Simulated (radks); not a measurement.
The numbers below are computed, except where a source is named.
Neutral silicon, 14 electrons, occupied as [Ne] 3s2 3p1 4d1 (not the ground configuration). Level of theory: scalar-relativistic Kohn-Sham, LDA (Slater exchange, Perdew-Wang correlation), spin-polarised, spherical densities, finite nucleus; open shells are filled with parallel spins first; Fermi nuclear charge, rms radius 3.1224 fm (a radial shooting solver on a logarithmic mesh with Libxc functionals).

X-ray form factor f0, the Fourier transform of the density (f0(0) = 14):

| sin(theta)/lambda (1/angstrom) | f0 (electrons) |
|---|---|
| 0.05 | 12.617 |
| 0.1 | 11.813 |
| 0.15 | 10.714 |
| 0.2 | 9.721 |
| 0.25 | 8.910 |
| 0.3 | 8.252 |
| 0.4 | 7.176 |
| 0.5 | 6.202 |
| 0.6 | 5.281 |
| 0.8 | 3.740 |
| 1 | 2.704 |
| 1.25 | 1.973 |
| 1.5 | 1.602 |
| 2 | 1.262 |
